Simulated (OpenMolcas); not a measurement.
**Sr I: from CASSCF to CASPT2**

```
Program             : OpenMolcas 26.06
Basis               : ANO-RCC-VQZP [8s7p4d2f1g]
Scalar Hamiltonian  : DKH2, point nucleus
Active space        : 2 electrons in 4 orbitals (5s 5p)
State averaging     : 2S+1 = 3 even, 3 roots; 2S+1 = 1 even, 6 roots; 2S+1 = 3 odd, 3 roots; 2S+1 = 1 odd, 3 roots
Spin-orbit coupling : state interaction with AMFI integrals over the reference wave functions, term energies averaged over their components
```

Methods on the same reference wave functions:
A. CASSCF
B. SS-CASPT2, IPEA 0.25 Eh, imaginary shift 0.1 Eh (closed shells correlated: 4s 4p)

Energies in cm⁻¹ above 5s² ¹S₀, the measured ground level; measured values from NIST Handbook of Basic Atomic Spectroscopic Data.

```tsv
Level	A	B	Measured
5s² ¹S₀	0.0	0.0	0.0
5s 5p ³P°₀	12241	13842	14318
5s 5p ³P°₁	12375	13976	14504
5s 5p ³P°₂	12646	14248	14899
5s 5p ¹P°₁	25500	24017	21698
5p² ³P₀	35152	37715	35193
5p² ³P₁	35275	37838	35400
5p² ³P₂	35515	38016	35675
5p² ¹D₂	39942	38529
```

Deviations, from unrounded energies. A percentage is the sum of absolute deviations over the sum of measured energies, with the sign that they share, or ± where signs differ.

| Against measurement | Levels | A | B |
| --- | --- | --- | --- |
| mean absolute deviation (cm-1) | 7 | 1500 | 1600 |
| other configurations (%) | 7 | ±6.2 | ±6.6 |

A lies closest to measurement on these levels. The largest miss of A in the table is 5s 5p ¹P°₁, by +3800 cm-1. The ranking rests on the paired levels alone, and a cruder setting can come out closer through cancelling errors.

The lowest spin-free term lies below A's lowest term by 0.227 hartree in B.

The ¹D term of p² mixes with s d, which this space lacks. Without dynamic correlation excited terms often stand tens of per cent too high (terms of higher spin than the ground term too low), and those without a measured partner can miss by more than the paired ones (holds for A). Measured partners are found by configuration, term and J. A level has none where our copy of the source lacks it or the pairing is in doubt (some pairs that miss far off the trend of their configuration count as doubtful), and it then counts in no deviation. Levels of configurations outside the active space are missing.

° marks odd parity.
